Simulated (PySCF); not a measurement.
**RbP⁺: from constants to spectrum**

UHF-CCSD(T) constants of RbP⁺, ⁴Σ⁻ (quartet), unpaired electrons σ ↑, π ↑↑ (Rb def2-SVPD with ECP28, P def2-SVPD; scalar-relativistic core potentials (PySCF 2.14); masses 84.9118 and 30.9738 u):

- ωe: 69.1 cm⁻¹
- ωexe: 1.1 cm⁻¹
- Be: 0.05292 cm⁻¹
- αe: 0.000880 cm⁻¹
- D (centrifugal): 1.24e-07 cm⁻¹
- De to Rb⁺ + P: 0.167 eV

Problem. Give the vibrational terms G(v) and spacings up to v = 6.

Solution. G(v) = ωe(v+½) − ωexe(v+½)².

```csv
v,G(v) (cm⁻¹),G(v) − G(v−1),Bv (cm⁻¹)
0,34.3,,0.05248
1,101.2,66.9,0.05160
2,165.9,64.7,0.05072
3,228.4,62.5,0.04984
4,288.7,60.3,0.04896
5,346.8,58.1,0.04808
6,402.7,55.9,0.04720
```

Problem. How well does the Morse estimate ωe²/(4ωexe) reproduce De, and what is D0?

Solution. It gives 0.135 eV, 81 % of the computed De. D0 = De − G(0) = 0.167 − 0.004 = 0.163 eV.

Correlated steps freeze 5 core orbitals. The bond is weak. Basis-set superposition, not corrected here, can be much of De in a small basis, most of all at correlated wavefunction levels. Spin–orbit coupling is left out. For an ion De counts to the pair picked by the measured ionisation energies or electron affinities, which need not be the lowest pair at this level. The state is the lowest determinant that a PBE0 search found; another state may lie lower at other levels.
